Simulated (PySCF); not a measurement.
Si(F)2(Me)(OH) (CH4F2OSi), SMILES C[Si](O)(F)F. Geometry optimised at ωB97X-D3(BJ)/def2-SVP. One conformer was computed; it need not be the lowest.

These are ωB97X-D3(BJ)/def2-SVP (PySCF) values and carry that method's errors.

Harmonic wavenumbers (cm⁻¹): 104, 177, 217, 249, 328, 352, 358, 697, 766, 785, 801, 920, 963, 996, 1305, 1436, 1438, 3083, 3190, 3190, 3939. Rotational constants (GHz): 3.885, 3.612, 3.547; symmetry number 1.

Task: Work out the zero-point energy and the ideal-gas rigid-rotor harmonic-oscillator thermochemistry at 298.15 K and 1 atm.

Result: ZPE = ½ Σ hcν = ½ × 25292 cm⁻¹ = 36.16 kcal/mol. H − E(el) = 41.01 kcal/mol. Entropy in cal/(mol K): translation 39.66, rotation 26.27, vibration 14.39, total 80.32. G − E(el) = 17.07 kcal/mol. Cp = 24.57 cal/(mol K). Modes under 150 cm⁻¹ make the vibrational entropy uncertain.
